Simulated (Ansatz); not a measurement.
`F/C=C(\F)C(F)F`. Charge 0, multiplicity 1. The structure was optimised at the PBE0-D4/def2-TZVP level. It is one conformer, not always the lowest.

```xyz
9

F     1.852    0.634   -1.663
C     1.230    0.224   -0.567
C    -0.088    0.153   -0.500
F    -0.871    0.482   -1.525
C    -0.854   -0.308    0.694
F    -0.007   -0.721    1.662
F    -1.596    0.710    1.193
H     1.875   -0.046    0.256
H    -1.540   -1.127    0.449
```

What is the dipole moment at B3LYP/def2-TZVPP? (An estimate is asked.)

Ansatz gave: 1.47 D, with components (0.38, -1.38, 0.31) D in this frame, pointing from negative to positive charge.

And with PBE, r2SCAN, ωB97M-V? (An estimate is asked.)

The calculation gave: PBE 1.32 D, r2SCAN 1.39 D, ωB97M-V 1.47 D.

Give the Mulliken charges with B3LYP, PBE, r2SCAN in def2-TZVPP. (Best estimate.)

Ansatz gave: 
```tsv
atom	B3LYP	PBE	r2SCAN
F1	-0.18	-0.14	-0.18
C2	0.06	0.03	0.09
C3	0.16	0.13	0.13
F4	-0.19	-0.14	-0.19
C5	0.31	0.24	0.36
F6	-0.20	-0.16	-0.20
F7	-0.19	-0.15	-0.19
H8	0.14	0.11	0.12
H9	0.09	0.07	0.04
```

B3LYP here is the variant with VWN-RPA as its local correlation; programs differ in this.
